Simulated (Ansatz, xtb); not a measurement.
**Ranking isomers of CFOSi**

3 gas-phase structures of CFOSi, found in a search over its isomers (lower ones may exist). Each was relaxed with GFN2-xTB:

A. `O=[Si]=[C]F`, a doublet
B. a doublet given by its coordinates
C. a doublet given by its coordinates

C (Å):

```yaml
atoms:
  - { symbol: C, position_ang: [-0.1434, -3.5666, 2.7259] }
  - { symbol: F, position_ang: [2.2212, -3.8712, 1.4081] }
  - { symbol: O, position_ang: [-1.1597, -3.3539, 3.2759] }
  - { symbol: Si, position_ang: [1.1603, -2.7080, 1.8164] }
```

Close contacts (Å): C1–O3 1.17, C1–Si4 1.81, F2–Si4 1.63.

B (Å):

```xyz
4

C     0.3668   -3.2780    2.3307
F     1.4303   -2.4827    1.8597
O    -0.6334   -2.7275    2.6894
Si    0.8325   -5.1175    2.2727
```

Close contacts (Å): C1–F2 1.41, C1–O3 1.20, C1–Si4 1.90.

Problem. Estimate their order in r2SCAN-D4/def2-SVP energy at these geometries, lowest first.

Solution. Calculated order at r2SCAN-D4/def2-SVP: C (0.000), B (1.593), A (3.601) eV.

Energies above the lowest of each column, in eV; the last columns are at B3LYP-D3(BJ)/6-311G** geometries and were run for some of them only (a dash: not run or not comparable):

```csv
structure,GFN2-xTB,HF/STO-3G,r2SCAN-D4/def2-SVP,B3LYP-D3(BJ)/6-311G**,CCSD(T)/def2-SVP + ΔMP2/def2-TZVPP
C,0.000,0.000,0.000,0.000,0.000
B,1.035,0.324,1.593,1.795,1.967
A,0.635,3.150,3.601,–,–
```

Every level run on C puts it lowest or level with the lowest. Some further structures that were screened fall inside this span and aren't listed. Frequencies (B3LYP-D3(BJ)/6-311G**) were run for B, C alone. The ΔMP2 step shifts differences by up to 0.230 eV, which makes them less sure. Open shells are spin-unrestricted, some with notable spin contamination. ΔMP2 is the change of the MP2 energy from the smaller to the larger basis.

Programs: Ansatz 0.2.0, xtb 6.7.1 (Pople sets with spherical d functions).
